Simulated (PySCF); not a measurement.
B(CF3)(H)(OH) (CH2BF3O), SMILES OBC(F)(F)F.

Geometry optimised at PBE-D3(BJ)/def2-SVP. The structure was generated by enumeration, and PubChem lists no compound with its InChIKey, so it may never have been made. The values are those of a single conformer.

Method: PySCF 2.14.0 with PBE-D3(BJ)/def2-SVP.

No scaling factor is applied to the harmonic values.

```
mode  ν (cm⁻¹)  IR (km/mol)  moving atoms (share of kinetic energy)
----  --------  -----------  --------------------------------------
1           67          0.4          F 39 %, O 32 %, H 16 %, B 10 %
2          204         13.3                   F 52 %, O 33 %, H 9 %
3          263         13.9                  F 43 %, H 34 %, B 18 %
4          376          9.5                  F 50 %, O 31 %, B 11 %
5          494          9.2                                  F 89 %
6          504          4.4                           F 79 %, B 8 %
7          609         30.5                  F 50 %, B 31 %, H 12 %
8          747        128.6                  H 61 %, B 23 %, O 11 %
9          762         22.9                   F 70 %, B 17 %, H 8 %
10         862          0.0                          H 75 %, B 23 %
11         971         16.0                          H 86 %, O 11 %
12        1093        277.5                          C 69 %, F 19 %
13        1113        234.5                          C 72 %, F 27 %
14        1146        187.1                          H 61 %, C 21 %
15        1259         64.6  C 48 %, B 20 %, H 11 %, O 11 %, F 10 %
16        1438         76.7                  B 58 %, O 22 %, C 15 %
17        2609         85.5                          H 90 %, B 10 %
18        3638         75.1                                  H 94 %
```
